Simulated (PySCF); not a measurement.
Compound: C₅H₂F₄.
Bonds: F1–C2, C2–F3, C2–C4 (double), C4–F5, C4–C6, C6–C7 (double), C7–F8, C7–C9, C6–C9. Hydrogens: H10, H11 on C9.

Method used: PySCF, TDDFT PBE0/def2-SVPD, vertical, gas phase, core orbitals frozen in the response. One conformer (not necessarily the lowest) at the GFN2-xTB geometry, without solvent, vibrations or thermal averaging. Torsions of this conformer, `[F:1][C:2]([F:3])=[C:4]([F:5])[C:6]1=[C:7]([F:8])[CH2:9]1`: C2–C4–C6–C7 180°.

Frontier orbitals with the atoms that hold most of them (Löwdin shares over 4%, at most four atoms; ? is withheld):

| orbital | ε (eV) | atoms |
| --- | --- | --- |
| HOMO-3 | -10.66 | C6 34%, C9 22%, C7 15%, F8 13% |
| HOMO-2 | -9.74 | C9 35%, C7 22%, F8 16%, C6 13% |
| HOMO-1 | -9.13 | ? |
| HOMO | -6.89 | C7 19%, C2 17%, C6 15%, C4 13% |
| LUMO | -1.28 | ? |
| LUMO+1 | 0.27 | C2 20%, C7 18%, C4 14%, C6 10% |
| LUMO+2 | 0.57 | C4 17%, F5 16%, C9 11%, C2 9% |

Q: Which atoms hold the LUMO, and with what shares?

A: C2 (bonded to C and 2 F) 23%; C7 (bonded to 2 C and F) 22%; C6 (bonded to 3 C) 15%; C4 (bonded to 2 C and F) 14%.

Q: Which atoms hold the HOMO-1, and with what shares?

A: C4 (bonded to 2 C and F) 22%; C6 (bonded to 3 C) 20%; F5 (bonded to C) 15%; C2 (bonded to C and 2 F) 10%. By element: carbon 52% or more, fluorine 15% or more.

Q: The HOMO–LUMO gap is 5.61 eV. Where does the response calculation put the lowest singlet, and from which orbitals?

A: S1 is at 5.38 eV (f = 0.433), 0.23 eV below the gap, made of HOMO→LUMO (95%). 

Q: One configuration dominates each of S1, S2, S5 and S6. Which, and how do the shares of the two leading atoms of either orbital change from the occupied to the empty one?

A: 
- S1 (5.38 eV, f 0.433), HOMO→LUMO (95%): C7 19% → 22%, C2 17% → 23%
- S2 (5.90 eV, f 0.0008), HOMO→LUMO+1 (74%): C7 19% → 18%, C2 17% → 20%
- S5 (6.82 eV, f 0.0069), HOMO-2→LUMO (86%): C9 35% → at most 14%, C7 22% → 22%, C2 at most 13% → 23%
- S6 (6.88 eV, f 0.060), HOMO-1→LUMO (89%): C4 22% → 14%, C6 20% → 15%, C2 10% → 23%, C7 at most 10% → 22%

Löwdin shares depend on the basis, the more so with diffuse functions.

Time: 71 s wall, 64 s CPU; peak memory 0.85 GiB. Hardware: an AMD EPYC with one thread, on a shared host.
